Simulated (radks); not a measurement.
Problem. The table gives one normalised radial function P(r) = r R(r) of Zn22+ in [He] 2s2 2p4 (r in bohr). Calculated with a radial shooting solver on a logarithmic mesh with Libxc functionals: scalar-relativistic Kohn-Sham, BLYP, spin-polarised, spherical densities, finite nucleus; open shells are filled with parallel spins first; Fermi nuclear charge, rms radius 3.9283 fm.

r	P
0.00323	1.0102
0.004042	1.2268
0.005016	1.4709
0.006275	1.7624
0.007788	2.0795
0.009744	2.4403
0.01209	2.8083
0.01513	3.1911
0.01878	3.5333
0.02349	3.8201
0.02916	3.9851
0.03618	3.9935
0.04527	3.7973
0.05618	3.3969
0.07029	2.7912
0.08724	2.0971
0.1091	1.3771
0.1355	0.7918
0.1695	0.3687
0.2103	0.1406
0.2631	0.0386
0.3266	0.0078
0.4086	0.0009
0.5071	0.0001
0.6293	0.0000
0.7873	0.0000
0.9771	0.0000
1.222	0.0000
1.517	0.0000

Which n and l does it have? It may be an empty orbital.

Solution. n = 1, l = 0: the number of nodes gives n - l - 1 = 0, the rise at small r (about r^(l+1)) gives l, and the extent must fit the shell. The curve is that of 1s down; the table hardly tells the two spins apart. 1s down: eigenvalue -10673.7 eV, 0 radial nodes, <r> = 0.0502 bohr, 90 % of the charge inside 0.0896 bohr.
